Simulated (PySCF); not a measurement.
# Electron correlation in Fe²⁺ (iron, charge +2)

[Ar] 3d6, high-spin 5D determinant. Calculation: PySCF 2.14, in x2c-TZVPPall (6s5p4d2f1g, 64 functions); the spin-free X2C one-electron Hamiltonian (Gaussian nucleus). Frozen: [Ar]; 6 electrons correlated.

| level | correlation energy (mhartree) |
| --- | --- |
| CCSD | -124.61 |
| (T) | -1.91 |
| CCSD(T) | -126.52 |

Diagnostics: T1 = 0.0057, D1 = 0.0098, largest double amplitude 0.022.

**Question.** Is a single reference adequate?

**Answer.** Yes: T1 lies below 0.03 and no double amplitude reaches 0.07.
